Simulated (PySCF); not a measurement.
`Cl/C1=C/CC/C=C\CC1`, C8H11Cl

Molfile (atoms numbered from 1):
```
C8H11Cl
     RDKit          3D

 20 20  0  0  0  0  0  0  0  0999 V2000
    1.4662    4.2244   -1.4652 Cl  0  0  0  0  0  0  0  0  0  0  0  0
    0.5831    3.0282   -0.5335 C   0  0  0  0  0  0  0  0  0  0  0  0
   -0.7455    2.9761   -0.6753 C   0  0  0  0  0  0  0  0  0  0  0  0
   -1.7185    2.0057   -0.0742 C   0  0  0  0  0  0  0  0  0  0  0  0
   -1.1868    0.6705    0.4609 C   0  0  0  0  0  0  0  0  0  0  0  0
   -0.4383   -0.1495   -0.5566 C   0  0  0  0  0  0  0  0  0  0  0  0
    0.8401   -0.0509   -0.9445 C   0  0  0  0  0  0  0  0  0  0  0  0
    1.9195    0.8899   -0.4983 C   0  0  0  0  0  0  0  0  0  0  0  0
    1.4832    2.1371    0.2718 C   0  0  0  0  0  0  0  0  0  0  0  0
   -1.1906    3.7291   -1.3330 H   0  0  0  0  0  0  0  0  0  0  0  0
   -2.4708    1.7910   -0.8531 H   0  0  0  0  0  0  0  0  0  0  0  0
   -2.2837    2.5143    0.7295 H   0  0  0  0  0  0  0  0  0  0  0  0
   -0.5837    0.8323    1.3646 H   0  0  0  0  0  0  0  0  0  0  0  0
   -2.0577    0.0889    0.8012 H   0  0  0  0  0  0  0  0  0  0  0  0
   -1.0340   -0.9198   -1.0601 H   0  0  0  0  0  0  0  0  0  0  0  0
    1.1680   -0.7651   -1.7093 H   0  0  0  0  0  0  0  0  0  0  0  0
    2.4781    1.2164   -1.3929 H   0  0  0  0  0  0  0  0  0  0  0  0
    2.6551    0.3298    0.1086 H   0  0  0  0  0  0  0  0  0  0  0  0
    2.3771    2.7133    0.5505 H   0  0  0  0  0  0  0  0  0  0  0  0
    0.9927    1.8641    1.2135 H   0  0  0  0  0  0  0  0  0  0  0  0
  1  2  1  0
  2  3  2  0
  3  4  1  0
  4  5  1  0
  5  6  1  0
  6  7  2  0
  7  8  1  0
  8  9  1  0
  9  2  1  0
  3 10  1  0
  4 11  1  0
  4 12  1  0
  5 13  1  0
  5 14  1  0
  6 15  1  0
  7 16  1  0
  8 17  1  0
  8 18  1  0
  9 19  1  0
  9 20  1  0
M  END
```

Method used: PySCF 2.14.0, quadratic response CAM-B3LYP/aug-cc-pVDZ first hyperpolarisability, Taylor convention, gas phase. Geometry: PBE0-D3(BJ)/def2-SVP.

Question: Give the tensor of the second harmonic β(−2ω;ω,ω) at 1064 nm in the axes of these coordinates.

Answer: In au, Taylor convention; rows are the first index (the induced dipole):
|  | xx | yy | zz | xy | xz | yz |
| --- | --- | --- | --- | --- | --- | --- |
| x | +42.6 | +10.5 | +24.8 | +21.6 | -35.8 | -11.7 |
| y | +20.4 | +40.7 | +2.1 | +9.2 | -12.1 | 0.0 |
| z | -34.7 | -0.4 | +12.6 | -11.7 | +24.1 | +2.8 |

Norm of βᵢ = ⅓ Σⱼ (βᵢⱼⱼ + βⱼᵢⱼ + βⱼⱼᵢ): 102.8 au, hyper-Rayleigh value 43.8 au.
